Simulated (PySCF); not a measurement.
Computed shifts of a molecule C₃H₉AlO, PBE0/pcSseg-1 in PySCF, GIAO, gas phase, atoms alike by connectivity averaged where their shifts nearly agree, in ppm (number of nuclei): ¹H: 5.00 (1), 4.25 (3), 1.34 (3), 0.40 (2). ¹³C: 56.5 (1), 10.9 (1), 2.6 (1). References: ¹H against TMS (σ = 31.56 ppm); ¹³C against TMS (σ = 186.3 ppm); ¹⁷O against H2O (σ = 334.2 ppm), references at their B3LYP-D3(BJ)/def2-TZVP geometries, non-relativistic. The structure is a stationary point at PBE0-D3(BJ)/def2-SVP. The values are those of a single conformer.

Q: Which structure fits?
(A) C[CH2][AlH][O]C
(B) CC[CH2][AlH][OH]
(C) CC(C)[O][AlH2]
(D) C[O][Al]([CH3])[CH3]

A: A, C[CH2][AlH][O]C
